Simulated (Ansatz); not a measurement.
One change: `CO[SiH2]S[SiH2]F` becomes `CO[SiH2]SC`.

Ansatz, PBE0-D4/def2-TZVP geometries, multiplicity 1. Each molecule was computed in one conformer, which needn't be the lowest.

| property | `CO[SiH2]S[SiH2]F` |
| --- | --- |
| HOMO–LUMO gap (B3LYP/def2-TZVPP) / eV | 6.92 |
| HOMO–LUMO gap (PBE/def2-TZVPP) / eV | 5.25 |
| size of the dipole moment (B3LYP/def2-TZVPP) / D | 1.22 |
| LUMO energy (B3LYP/def2-TZVPP) / eV | -0.56 |
| HOMO energy (PBE/def2-TZVPP) / eV | -6.51 |
| LUMO energy (PBE0/def2-TZVPP) / eV | -0.39 |

(1) Give the same properties after the change, and the shifts. (Estimate.)

Results:

(1) Computed: 
```tsv
property	`CO[SiH2]SC`	shift
HOMO–LUMO gap (B3LYP/def2-TZVPP) / eV	6.98	0.06
HOMO–LUMO gap (PBE/def2-TZVPP) / eV	5.33	0.08
size of the dipole moment (B3LYP/def2-TZVPP) / D	1.16	-0.06
LUMO energy (B3LYP/def2-TZVPP) / eV	0.17	0.73
HOMO energy (PBE/def2-TZVPP) / eV	-5.85	0.66
LUMO energy (PBE0/def2-TZVPP) / eV	0.41	0.80
```

With PBE0 the HOMO rises by 0.68 eV and the LUMO rises by 0.80 eV, so the gap widens by about 0.12 eV. PBE moves the HOMO by 0.66 eV and ωB97M-V by 0.64 eV. Dipoles are sizes alone; their direction can turn.

B3LYP here is the variant with VWN-RPA as its local correlation; programs differ in this.
